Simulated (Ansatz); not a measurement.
`[NH2][Sn]([NH2])([NH2])[Cl]` + H₂ → `[NH2][SnH]([NH2])[NH2]` + HCl  (hydrogenolysis of the Sn–Cl bond)

Computed with Ansatz on PBE0-D4/def2-TZVP structures; ΔE is electronic, products minus reactants. CCSD(T)/CBS adds triple-zeta CCSD(T) − MP2 to the extrapolated MP2 energy (def2 sets, frozen cores). This one scheme is used for every species. DFT in def2-TZVPP. def2 core potentials past Kr. For Sn outer-core shells are correlated without core-valence functions, which leaves a few kJ/mol of doubt a bond. One conformer a species, not always the lowest.

`[NH2][Sn]([NH2])([NH2])[Cl]`:

Z-matrix (Å, degrees):
```
Sn
N 1 2.006
N 1 2.006 2 109.2
N 1 2.006 2 109.2 3 119.3
Cl 1 2.355 2 109.8 3 -120.4
H 2 1.012 1 112.0 3 -134.8
H 2 1.012 1 113.6 3 102.1
H 3 1.013 1 112.0 2 -15.5
H 3 1.012 1 113.7 2 -138.6
H 4 1.013 1 112.0 2 -134.9
H 4 1.012 1 113.7 2 102.0
```

H₂:

Z-matrix (Å, degrees):
```
H
H 1 0.746
```

`[NH2][SnH]([NH2])[NH2]`:

Cartesian coordinates in Å:
```
N -0.186 1.852 -0.434
Sn 0.488 0.029 0.131
N -0.390 -0.697 1.796
N -0.189 -1.290 -1.243
H -0.976 1.821 -1.065
H 0.517 2.460 -0.830
H 2.169 0.169 0.428
H -0.165 -0.180 2.636
H -1.399 -0.734 1.721
H 0.194 -1.175 -2.172
H -0.064 -2.256 -0.968
```

HCl:

Z-matrix (Å, degrees):
```
Cl
H 1 1.279
```

```
 level  ΔE (kJ/mol)
revPBE         90.6
  BLYP         89.8
```

Task: What does CCSD(T)/CBS give? (An estimate is asked.)

Result: Ansatz gave: +94.5 kJ/mol. The listed levels differ from it by -3.9, -4.7 kJ/mol.

Largest T1 diagnostic among the species: 0.012.

From r2SCAN to r2SCAN0 (25 % exact exchange), in def2-TZVPP and without D4, ΔE moves by −4.3 kJ/mol. The D4 term adds +8.3 kJ/mol with B3LYP and +4.7 kJ/mol with PBE0; it sums over pairs of atoms, weighted by their polarisabilities, and B3LYP, whose exchange is more repulsive, gets the larger term.

B3LYP here is the variant with VWN-RPA as its local correlation; programs differ in this.
